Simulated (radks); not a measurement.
The europium anion Eu- inside a hard spherical wall (all orbitals vanish at R), configuration held at [Xe] 4f8 6s2 and not refilled when levels cross. Method: scalar-relativistic Kohn-Sham, PBE, spin-polarised, spherical densities, point nucleus; open shells are filled with parallel spins first (spin-orbit coupling, left out, can overturn this in heavy ions); computed with a radial shooting solver on a logarithmic mesh with Libxc functionals. Eigenvalues in eV for spin up, with the zero of energy where the potential of the charges vanishes at infinity; a dash marks a level that is unbound or too diffuse for the functional's potential to be trusted. A positive occupied level is held by the wall or, in an anion where self-interaction has pushed it up, behind a barrier. The pressure on the wall is -dE/dV.

\begin{tabular}{lrrrrrrrrr}
R (bohr) & E (hartree) & kinetic (hartree) & e(5s) & e(5p) & e(6s) & e(6p, empty) & e(5d, empty) & e(4f) & pressure (GPa) \\ \hline
8 & -10844.1233 & 11618.989 & -36.114 & -15.393 & 2.622 & - & - & 6.155 & 2.00 \\
7 & -10844.0524 & 11619.119 & -34.255 & -13.647 & 4.007 & 7.201 & 6.856 & 8.119 & 4.42 \\
6 & -10843.9205 & 11619.454 & -32.154 & -11.686 & 6.314 & 10.534 & 8.880 & 10.352 & 12.1 \\
5 & -10843.6263 & 11620.320 & -29.282 & -9.032 & 10.886 & 17.033 & 12.141 & 13.489 & 42.4 \\
4 & -10842.7916 & 11623.091 & -24.171 & -4.230 & 22.086 & 32.043 & 18.692 & 19.374 & 212 \\
3.5 & -10841.7375 & 11626.741 & -19.507 & 0.409 & 34.491 & 47.639 & 25.161 & 25.008 & 569 \\
3 & -10839.4438 & 11634.578 & -11.602 & 8.826 & 58.286 & 75.996 & 36.804 & 34.714 & 1770 \\
2 & -10818.0771 & 11700.419 & 39.503 & 68.073 & 223.51 & 258.20 & 114.61 & 87.700 & 31100 \\
\end{tabular}
